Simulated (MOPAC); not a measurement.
MOPAC input (AM1):

```
AM1 FORCE THERMO(298,298) PRECISE LET CHARGE=-1 GEO-OK AUX(PRECISION=9) THREADS=1
H7N2Si2

N     0.22203067 1    1.83337126 1   -1.46023886 1
Si    1.02393233 1    0.62640088 1   -0.80716415 1
Si   -0.21685467 1   -1.08750006 1    0.65287547 1
N    -1.71807200 1   -0.53964047 1    1.28303645 1
H    -0.10467883 1    2.66009219 1   -1.07056343 1
H     2.05011735 1    0.79086983 1    0.23994767 1
H     1.53796855 1   -0.35862662 1   -1.76942918 1
H     0.70955692 1   -1.47486674 1    1.74349204 1
H    -0.35982566 1   -2.32367232 1   -0.15591923 1
H    -2.16378542 1    0.27174003 1    0.95876431 1
H    -2.32626073 1   -1.13407639 1    1.77055507 1
```

From the output:

```
     H   11   0.007168   0.016290   0.031106   0.823062   7.284563

          HEAT OF FORMATION =     -17.455454 KCALS/MOLE

          ZERO POINT ENERGY      45.317 KCAL/MOL

           NORMAL COORDINATE ANALYSIS (Total motion = 1 Angstrom)

   Root No.       1         2         3         4         5         6         7         8

                 1 A       2 A       3 A       4 A       5 A       6 A       7 A       8 A

                   8.6     106.7     211.1     236.3     272.3     329.4     349.7     403.7

           1    0.0008    0.0133   -0.0230   -0.0096   -0.0010    0.0183    0.0137    0.0009
           2   -0.0114    0.1036   -0.0636   -0.0141   -0.0005    0.0267   -0.0077    0.0144
           3    0.0566   -0.0036   -0.0077    0.0091    0.0018    0.0125   -0.0099    0.0061
           4    0.0008    0.0134   -0.0217   -0.0088   -0.0017    0.0197    0.0147    0.0009
           5   -0.0005   -0.0035    0.0459    0.0168   -0.0005    0.0361    0.0419   -0.0101
           6   -0.0371   -0.0089   -0.0052   -0.0050   -0.0059   -0.0174    0.0157   -0.0133
           7   -0.0111    0.0243    0.0416    0.0203    0.0051   -0.0313   -0.0252   -0.0049
           8    0.0059   -0.0056    0.0074   -0.0017    0.0005   -0.0353   -0.0345    0.0070
           9    0.0342    0.0163    0.0184   -0.0103    0.0098    0.0048   -0.0055    0.0240
          10    0.0229   -0.0751   -0.0194   -0.0045    0.0022   -0.0018    0.0067    0.0056
          11   -0.0028   -0.0822   -0.0448   -0.0100   -0.0011   -0.0201   -0.0106    0.0023
          12   -0.0469   -0.0109    0.0010    0.0043   -0.0636    0.0178   -0.0141   -0.0163
          13   -0.0425    0.0213   -0.0303   -0.0183   -0.0036    0.0147    0.0324   -0.0034
          14    0.0274    0.1699   -0.0729   -0.1043   -0.0480   -0.1338    0.0957   -0.0898
          15    0.1035    0.0045   -0.0037   -0.0039   -0.0071   -0.0216   -0.0038   -0.0141
          16   -0.0644   -0.0130   -0.0152   -0.0253    0.0002   -0.0029    0.0531   -0.0204
          17    0.0751   -0.0196    0.1429   -0.0702   -0.0372   -0.0924    0.2126   -0.0831
          18   -0.1173   -0.0212   -0.0419    0.0193    0.0128    0.0177   -0.0285    0.0024
          19    0.0789   -0.0138    0.0004    0.0099    0.0045    0.0647    0.0078    0.0255
          20   -0.0715   -0.0791    0.0180    0.1336    0.0640    0.2194   -0.0962    0.0914
          21   -0.1051   -0.0263   -0.0278    0.0331    0.0171    0.0349   -0.0366    0.0151
          22    0.0481    0.0383   -0.0213    0.0824    0.0070   -0.0183   -0.0595   -0.1249
          23   -0.0007    0.0563   -0.0479    0.0810   -0.0070   -0.0369   -0.1026   -0.1293
          24    0.1219    0.0236   -0.0587    0.0623    0.0255    0.0228   -0.0389   -0.1265
          25   -0.1095    0.0008    0.1377   -0.0895   -0.0428   -0.0456    0.0135    0.1811
          26    0.0231    0.0394    0.0842   -0.0653   -0.0107   -0.0609   -0.0386    0.0812
          27    0.0701    0.0183   -0.0312    0.0406    0.0302    0.0151   -0.0215   -0.0656
          28    0.0286   -0.0751   -0.0258    0.0096   -0.0695   -0.0044    0.0083    0.0133
          29   -0.0039   -0.1584   -0.0626   -0.0770    0.0663    0.0349   -0.0221   -0.0313
          30   -0.0982    0.0048    0.0691   -0.1097    0.4885    0.0413   -0.0430   -0.0862
          31    0.0175   -0.1492   -0.0102   -0.0959   -0.0061    0.0849   -0.0441   -0.0488
          32   -0.0016   -0.0542   -0.0399    0.0148   -0.0029   -0.0440   -0.0019    0.0164
          33   -0.0275   -0.0099   -0.1796    0.1994    0.1838   -0.1821    0.2227    0.1200

   Root No.       9        10        11        12        13        14        15        16

                 9 A      10 A      11 A      12 A      13 A      14 A      15 A      16 A

                 523.7     567.5     623.3     658.9     681.3     721.8     833.4     853.6

           1    0.0256   -0.0030   -0.0109    0.0133    0.0299   -0.0370    0.0017   -0.0140
           2   -0.0263   -0.0053    0.0241    0.0045    0.0055   -0.0372   -0.0003    0.0041
           3   -0.0031    0.0010    0.0313   -0.0135   -0.0388    0.0222   -0.0003   -0.0040
           4   -0.0025    0.0016   -0.0051   -0.0040   -0.0135    0.0067    0.0020   -0.0174
           5    0.0171    0.0086   -0.0254   -0.0044   -0.0172   -0.0070   -0.0003    0.0032
           6   -0.0193   -0.0019   -0.0228    0.0035    0.0172   -0.0114    0.0001    0.0024
           7   -0.0019   -0.0131    0.0025    0.0049   -0.0013    0.0007   -0.0185    0.0002
           8   -0.0006   -0.0279   -0.0026   -0.0037   -0.0023    0.0004    0.0048   -0.0029
           9    0.0053    0.0021   -0.0024   -0.0187    0.0047    0.0011   -0.0061    0.0003
          10    0.0001    0.0090    0.0004   -0.0064    0.0015   -0.0003    0.0097    0.0038
          11   -0.0026   -0.0015    0.0001    0.0049   -0.0012    0.0002    0.0072    0.0060
          12   -0.0023   -0.0014    0.0036    0.0259   -0.0066    0.0027   -0.0011   -0.0006
          13   -0.1915    0.0002   -0.0114   -0.0718   -0.1624    0.2355   -0.0047   -0.0004
          14    0.1929    0.0043   -0.1017   -0.0062    0.0734    0.4345    0.0004    0.0021
          15    0.2547   -0.0000   -0.0016    0.0673    0.1659   -0.1342    0.0061   -0.0171
          16    0.1405   -0.0184    0.3408   -0.0272   -0.0687    0.0047   -0.0239    0.2475
          17   -0.1800   -0.0481    0.3346    0.0095    0.1440   -0.0202    0.0046   -0.0776
          18    0.1740    0.0040    0.1034   -0.0218   -0.0937    0.0022   -0.0207    0.2227
          19   -0.1710   -0.0203   -0.1338    0.0470    0.1697    0.0718   -0.0336    0.3710
          20   -0.0108   -0.0236    0.1361    0.0510    0.2173    0.2817    0.0042   -0.0622
          21    0.0687   -0.0014    0.1143   -0.0027    0.0067    0.0681    0.0197   -0.2210
          22   -0.0259    0.0793    0.0234    0.0666   -0.0092    0.0019    0.1728    0.0172
          23   -0.0273    0.3322    0.0338   -0.2770    0.1051   -0.0364   -0.0522    0.0129
          24   -0.0235    0.0293    0.0186    0.1562   -0.0397    0.0119    0.2732    0.0216
          25    0.0140    0.1303    0.0013   -0.1168    0.0376    0.0024    0.2860    0.0269
          26   -0.0254    0.3252    0.0438    0.3163   -0.0606    0.0424   -0.1195   -0.0010
          27   -0.0004   -0.0908   -0.0055   -0.0027   -0.0040   -0.0053   -0.0993   -0.0099
          28    0.0006    0.0082    0.0021   -0.0053    0.0017    0.0001    0.0031    0.0022
          29   -0.0044    0.0634   -0.0024   -0.0077    0.0084   -0.0054   -0.1056   -0.0451
          30   -0.0060   -0.0053   -0.0086    0.0248   -0.0085    0.0006    0.0461    0.0140
          31   -0.0028    0.0569   -0.0014   -0.0129    0.0074   -0.0051   -0.0992   -0.0450
          32   -0.0015   -0.0213    0.0010    0.0060   -0.0030    0.0021    0.0478    0.0241
          33   -0.0006    0.0648   -0.0042    0.0310   -0.0060   -0.0020   -0.0391   -0.0206

   Root No.      17        18        19        20        21        22        23        24

                17 A      18 A      19 A      20 A      21 A      22 A      23 A      24 A

                 906.1     924.2    1166.7    1722.2    2171.5    2177.7    2211.4    2218.0

           1    0.0039   -0.0007    0.2218   -0.0003   -0.0002   -0.0001    0.0001   -0.0007
           2   -0.0003   -0.0000   -0.0084    0.0001    0.0000    0.0000   -0.0003    0.0004
           3    0.0007    0.0005    0.0336   -0.0000   -0.0019   -0.0003    0.0004   -0.0010
           4    0.0027   -0.0017   -0.1229    0.0004    0.0103    0.0023    0.0025   -0.0120
           5    0.0019    0.0003    0.0036    0.0000   -0.0044   -0.0010   -0.0016    0.0080
           6    0.0000   -0.0003   -0.0131    0.0001   -0.0199   -0.0041    0.0037   -0.0126
           7    0.0312    0.0247   -0.0007    0.0003   -0.0019    0.0041   -0.0160   -0.0042
           8   -0.0698   -0.0142    0.0007   -0.0002    0.0006   -0.0037    0.0004    0.0003
           9    0.0219    0.0087   -0.0004   -0.0010    0.0049   -0.0210   -0.0021   -0.0008
          10   -0.0388   -0.0709    0.0018    0.0302   -0.0001   -0.0000   -0.0022   -0.0006
          11    0.1278    0.0236   -0.0026   -0.0445    0.0001    0.0002    0.0015    0.0004
          12   -0.0300   -0.0203    0.0014    0.0090    0.0004   -0.0012   -0.0010   -0.0004
          13    0.0056    0.0034    0.4315   -0.0001   -0.0030   -0.0005    0.0001   -0.0002
          14   -0.0014   -0.0015    0.0202   -0.0006   -0.0031   -0.0005   -0.0002    0.0019
          15   -0.0010   -0.0040   -0.1446   -0.0005    0.0002   -0.0000    0.0004   -0.0025
          16   -0.0333    0.0188   -0.0290   -0.0011   -0.3534   -0.0727   -0.0067    0.0826
          17    0.0041   -0.0053    0.0031   -0.0009    0.1892    0.0367    0.0031   -0.0433
          18   -0.0279    0.0172    0.0644   -0.0007    0.4613    0.0945    0.0150   -0.1262
          19   -0.0462    0.0237   -0.0815   -0.0008    0.0780    0.0129   -0.0650    0.2576
          20    0.0004   -0.0012   -0.0100   -0.0010   -0.0568   -0.0081    0.0483   -0.1921
          21    0.0251   -0.0140   -0.0289    0.0004    0.1198    0.0194   -0.1247    0.4928
          22   -0.0201    0.0740    0.0050    0.0018    0.0859   -0.2931    0.3636    0.0974
          23    0.0190   -0.0799    0.0136   -0.0049   -0.0151    0.0532   -0.0721   -0.0197
          24   -0.0606    0.1059    0.0040   -0.0023   -0.0550    0.1862   -0.2590   -0.0693
          25   -0.0521    0.1041    0.0073   -0.0025   -0.0365    0.1742    0.1154    0.0339
          26    0.0284   -0.0840    0.0098    0.0026   -0.0093    0.0488    0.0377    0.0100
          27    0.0324   -0.0185   -0.0034    0.0074   -0.0869    0.4244    0.3281    0.0960
          28   -0.0403   -0.0580    0.0025   -0.0075   -0.0001    0.0003   -0.0042   -0.0013
          29   -0.1418    0.3016   -0.0020    0.4653    0.0005   -0.0028   -0.0008   -0.0003
          30    0.0120   -0.1196   -0.0023   -0.0269    0.0012   -0.0068    0.0008    0.0003
          31   -0.2737    0.1876   -0.0021   -0.4237   -0.0002    0.0016    0.0030    0.0010
          32    0.2124   -0.0711   -0.0010    0.1613    0.0001   -0.0004    0.0001    0.0001
          33   -0.1838    0.0766   -0.0006   -0.0765   -0.0011    0.0011    0.0018    0.0008

   Root No.      25        26        27

                25 A      26 A      27 A

                3569.0    3622.5    3629.3

           1   -0.0000    0.0008   -0.0464
           2    0.0000   -0.0002    0.0102
           3    0.0000    0.0008   -0.0441
           4    0.0000    0.0000    0.0011
           5    0.0000    0.0000    0.0001
           6    0.0000    0.0000   -0.0009
           7   -0.0004   -0.0004    0.0000
           8   -0.0003    0.0003    0.0001
           9   -0.0001    0.0000    0.0000
          10   -0.0437   -0.0204   -0.0007
          11   -0.0322    0.0269    0.0009
          12   -0.0052   -0.0032   -0.0001
          13   -0.0001   -0.0110    0.6107
          14   -0.0000    0.0026   -0.1463
          15   -0.0002   -0.0116    0.6379
          16   -0.0002    0.0000    0.0030
```

The dipole moment of an ion depends on the origin.
